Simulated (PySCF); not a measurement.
C4H6BFO, SMILES CB1CO/C1=C\F.

Coordinates come from a B3LYP-D3(BJ)/def2-SVP optimisation. The structure was generated by enumeration; whether it is a known compound was not checked.

The numbers are results of TDDFT-LC-ωPBE/def2-SVPD run with PySCF 2.14.0, not measurements.

Vertical excitations. 

List the lowest excited states. (An estimate is asked for; the answer gives what the named calculation found.)


```json
[
 {"state": "S1", "energy (eV)": "4.77", "λ (nm)": "260", "f": "0.182", "main pairs": "HOMO→LUMO 99 %"},
 {"state": "S2", "energy (eV)": "5.57", "λ (nm)": "223", "f": "0.001", "main pairs": "HOMO−1→LUMO 61 %, HOMO−2→LUMO 35 %"},
 {"state": "S3", "energy (eV)": "5.88", "λ (nm)": "211", "f": "0.000", "main pairs": "HOMO−2→LUMO 61 %, HOMO−1→LUMO 36 %"},
 {"state": "S4", "energy (eV)": "6.44", "λ (nm)": "192", "f": "0.013", "main pairs": "HOMO→LUMO+2 57 %, HOMO→LUMO+1 26 %"},
 {"state": "S5", "energy (eV)": "7.19", "λ (nm)": "172", "f": "0.014", "main pairs": "HOMO→LUMO+1 61 %, HOMO→LUMO+2 13 %"},
 {"state": "S6", "energy (eV)": "7.40", "λ (nm)": "168", "f": "0.149", "main pairs": "HOMO−3→LUMO 97 %"},
 {"state": "S7", "energy (eV)": "7.91", "λ (nm)": "157", "f": "0.000", "main pairs": "HOMO→LUMO+3 73 %"},
 {"state": "S8", "energy (eV)": "8.30", "λ (nm)": "149", "f": "0.212", "main pairs": "HOMO→LUMO+8 85 %"},
 {"state": "S9", "energy (eV)": "8.31", "λ (nm)": "149", "f": "0.000", "main pairs": "HOMO−4→LUMO 83 %"},
 {"state": "S10", "energy (eV)": "8.62", "λ (nm)": "144", "f": "0.001", "main pairs": "HOMO→LUMO+4 47 %, HOMO→LUMO+6 16 %, HOMO−3→LUMO+2 7 %"},
 {"state": "T1", "energy (eV)": "2.74", "λ (nm)": "452", "f": "0", "main pairs": "HOMO→LUMO 88 %"},
 {"state": "T2", "energy (eV)": "4.97", "λ (nm)": "250", "f": "0", "main pairs": "HOMO−2→LUMO 49 %, HOMO−1→LUMO 45 %"},
 {"state": "T3", "energy (eV)": "5.41", "λ (nm)": "229", "f": "0", "main pairs": "HOMO−1→LUMO 49 %, HOMO−2→LUMO 45 %"},
 {"state": "T4", "energy (eV)": "6.09", "λ (nm)": "204", "f": "0", "main pairs": "HOMO→LUMO+2 59 %, HOMO→LUMO+1 14 %"}
]
```
Triplets are in the Tamm–Dancoff approximation, which puts them higher than full response would, so one can lie above its singlet here.
